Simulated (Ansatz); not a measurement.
Consider the substitution at a C–O bond: `C[CH2][Ge][O]C` + `[GeH3][SeH]` → `C[Se][GeH3]` + `C[CH2][Ge][OH]`.

Computed with Ansatz on PBE0-D4/def2-TZVP structures; ΔE is electronic, products minus reactants. CCSD(T)/CBS is the MP2 limit (def2-TZVPP, def2-QZVPP) plus CCSD(T) − MP2 in def2-TZVPP, frozen cores. For Ge, Se outer-core shells are correlated without core-valence functions, which leaves a few kJ/mol of doubt a bond. Scalar relativity is left out up to krypton. One conformer a species, not always the lowest.

```
         species  CCSD(T)/CBS(def2) energy (Eh)
`C[CH2][Ge][O]C`                    -2270.25348
   `[GeH3][SeH]`                    -4479.23116
   `C[Se][GeH3]`                    -4518.49012
`C[CH2][Ge][OH]`                    -2231.01233
```

Task: Work out ΔE.

Result: ΔE = (-4518.49012) + (-2231.01233) − (-2270.25348) − (-4479.23116) = -0.01781 Eh = -46.8 kJ/mol.

Largest T1 diagnostic among the species: 0.014.

In def2-TZVPP, CCSD(T) changes the Hartree–Fock value by −12.5 kJ/mol (the triples alone add −1.5 kJ/mol) and MP2 by −19.1 kJ/mol. Leaving LDA and LC-ωPBE aside and taking each functional with its dispersion term where it has one, the values, not all of them listed here, spread over 8.7 kJ/mol, from PBE-QIDH to CAM-B3LYP-D4. LDA lies +4.0 kJ/mol from PBE without D4.
